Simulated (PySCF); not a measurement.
A structure optimised at PBE0-D3(BJ)/def2-SVP, used in a PySCF frequency run:

```
Au
N 1 2.0648
H 2 1.0239 1 112.01
H 2 1.0239 3 106.81 1 122.99
H 2 1.0239 3 106.81 4 114.02
N 1 2.0648 3 158.81 2 -180.00
H 6 1.0239 1 112.01 3 -122.56
H 6 1.0239 7 106.81 1 122.99
H 6 1.0239 7 106.81 8 114.02
```
Charge +1, spin multiplicity 1.

Write its SMILES, formula and point group.

[NH3]->[Au][NH3+], AuH6N2, D3

What are its rotational constants (standard atomic weights)?

92.735, 3.1901, 3.1901 GHz
